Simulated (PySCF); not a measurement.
thionyl fluoride (F2OS), SMILES O=S(F)F. Heavy atoms are numbered as in [O:1]=[S:2]([F:3])[F:4].

Coordinates come from a PBE0-D3(BJ)/def2-TZVP optimisation.

Calculation: PBE/pcSseg-2 in PySCF.

GIAO shieldings, no solvent; atoms alike by connectivity are averaged. δ = σ(ref) − σ: ¹⁷O against H2O (σ = 327.5 ppm); ³³S against H2S (σ = 705.0 ppm); ¹⁹F against CFCl3 (σ = 132.0 ppm), references at their B3LYP-D3(BJ)/def2-TZVP geometries, non-relativistic.

```
nucleus  atoms  count  δ (ppm)
-------  -----  -----  -------
¹⁷O         O1      1    325.2
³³S         S2      1    766.5
¹⁹F         F3      2     53.7
```
